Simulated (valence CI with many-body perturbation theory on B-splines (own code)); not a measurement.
## Dy53+: calculated level list

Level of theory: configuration interaction combined with many-body perturbation theory (CI+MBPT): three valence electrons over a frozen Dirac-Fock core [Ne], a basis of 11 s, 11 p, 10 d, 8 f, 5 g, 2 h functions for each j, with the one-electron correlation potential Σ1, the two-electron term Σ2, the three-electron term Σ3, Breit, model QED; selected CI, second order for the rest, scaled by the run's own slope (own B-spline code, finite nucleus).

The last digits are not significant, and no measured levels were compared; by estimate large intervals hold to a few tenths of a per cent, small ones and those within an open d or f shell to about a per cent.

Levels 136 to 157 of 157, with energies above the lowest level, (3s^2 3p1/2) J=1/2. "Leading %" is the weight of the configuration and term that name the level; weights of strongly mixed levels are sums over their largest components and can fall short. In the jj column 3d3/2^4 stands for four electrons in 3d with j = 3/2. Lifetimes count E1, E2, E3, M1 and M2 decay at the calculated energies, and are blank where another channel may lead or the interval is too uncertain; long ones can be off by a factor of two.

| No. | Configuration | Term | J | E (Ry) | Leading % | Lifetime | Second component | Leading jj |
| --- | --- | --- | --- | --- | --- | --- | --- | --- |
| 136 | 3d3 | 4P | 5/2 | 114.17 | 44 | 620 fs | 35 % 3d3 2D | 3d3/2^2 3d5/2 (90 %) |
| 137 | 3d3 | 4F | 7/2 | 115.29 | 61 | 963 fs | 37 % 3d3 2G | 3d3/2 3d5/2^2 (97 %) |
| 138 | 3d3 | 4F | 9/2 | 115.53 | 52 | 1.07 ps | 42 % 3d3 2H | 3d3/2 3d5/2^2 (97 %) |
| 139 | 3d3 | 4P | 3/2 | 116.06 | 41 | 897 fs | 39 % 3d3 2D | 3d3/2 3d5/2^2 (99 %) |
| 140 | 3d3 | 2H | 11/2 | 116.14 | 100 | 1.28 ps |  | 3d3/2 3d5/2^2 (100 %) |
| 141 | 3d3 | 2P | 1/2 | 116.29 | 60 | 857 fs | 40 % 3d3 4P | 3d3/2 3d5/2^2 (99 %) |
| 142 | 3d3 | 2D | 5/2 | 116.41 | 46 | 838 fs | 29 % 3d3 4P | 3d3/2 3d5/2^2 (90 %) |
| 143 | 3d3 | 2D | 5/2 | 116.91 | 42 | 982 fs | 42 % 3d3 2F | 3d3/2 3d5/2^2 (96 %) |
| 144 | 3d3 | 2F | 7/2 | 116.97 | 82 | 1.03 ps | 16 % 3d3 2G | 3d3/2 3d5/2^2 (97 %) |
| 145 | 3d3 | 2D | 3/2 | 118.42 | 69 | 955 fs | 24 % 3d3 2P | 3d3/2 3d5/2^2 (88 %) |
| 146 | 3d3 | 2G | 9/2 | 119.09 | 52 | 2.10 ps | 34 % 3d3 4F | 3d5/2^3 (98 %) |
| 147 | 3d3 | 2D | 3/2 | 120.30 | 54 | 1.61 ps | 33 % 3d3 2P | 3d5/2^3 (88 %) |
| 148 | 3d3 | 2D | 5/2 | 121.04 | 62 | 1.59 ps | 22 % 3d3 2F | 3d5/2^3 (94 %) |
| 149 | 3s2 4s | 2S | 1/2 | 166.30 | 99 | 28.1 fs |  | 3s^2 4s (99 %) |
| 150 | 3s2 4p | 2P° | 1/2 | 170.91 | 98 | 114 fs |  | 3s^2 4p1/2 (98 %) |
| 151 | 3s 3p 4s | 4P° | 1/2 | 175.03 | 86 | 34.1 fs | 11 % 3s 3p 4s 2P° | 3s 3p1/2 4s (99 %) |
| 152 | 3s 3p 4s | 4P° | 3/2 | 175.63 | 53 | 34.3 fs | 33 % 3s 3p 4s 2P° | 3s 3p1/2 4s (86 %) |
| 153 | 3s 3p 4s | 2P° | 1/2 | 176.58 | 94 | 38.0 fs | 6 % 3s 3p 4s 4P° | 3s 3p1/2 4s (99 %) |
| 154 | 3s2 4p | 2P° | 3/2 | 177.45 | 85 | 101 fs | 10 % 3s 3p 4s 4P° | 3s^2 4p3/2 (85 %) |
| 155 | 3s 3p 4p | 4D | 1/2 | 179.30 | 71 | 52.5 fs | 20 % 3s 3p 4p 2P | 3s 3p1/2 4p1/2 (99 %) |
| 156 | 3s 3p 4p | 4D | 3/2 | 180.06 | 40 | 23.3 fs | 29 % 3s 3p 4p 2D | 3s 3p1/2 4p1/2 (95 %) |
| 157 | 3s 3p 4p | 4P | 1/2 | 181.08 | 50 | 51.3 fs | 28 % 3s 3p 4p 2S | 3s 3p1/2 4p1/2 (98 %) |
